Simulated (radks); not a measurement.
Valence configurations of Os+ (all share [Xe]). All-electron calculation, scalar-relativistic Kohn-Sham, r2SCAN, spin-polarised, spherical densities, finite nucleus; open shells are filled with parallel spins first (spin-orbit coupling, left out, can overturn this in heavy ions); meta-GGA in the generalised Kohn-Sham scheme; Fermi nuclear charge, rms radius 5.4126 fm. Program: a radial shooting solver on a logarithmic mesh with Libxc functionals. Energies are relative to 4f14 5d6 6s1; eigenvalues in eV for spin up.

valence	E (eV)	moment (Bohr magnetons)	e(4f)	e(5d)	e(6p)	e(6s)
4f14 5d6 6s1	0.000	5	-60.562	-15.653	-	-14.382
4f14 5d5.5 6s1.5	0.449	5	-62.212	-16.873	-	-14.826
4f14 5d5 6s2	0.694	5	-63.859	-18.097	-	-15.220
4f14 5d5 6s1 6p1	4.502	7	-65.224	-19.469	-9.213	-16.725
4f14 5d6 6p1	6.860	5	-62.149	-16.984	-8.292	-
4f13.5 5d5.5 6s2	26.523	5	-69.462	-18.745	-	-15.284
4f13 5d7 6s1	52.182	5	-71.619	-16.761	-	-14.471
4f13 5d6 6s2	54.284	5	-75.153	-19.380	-	-15.336
4f12 5d7 6s2	115.81	5	-86.795	-20.612	-	-15.408
4f10 5d7 6s2 6p2	294.44	9	-122.63	-32.322	-11.792	-20.855

NIST lists [Xe] 4f14 5d6 6s1 as the ground configuration; this level of theory agrees among the configurations tried. The energies are those of spherical high-spin densities, not of single terms.
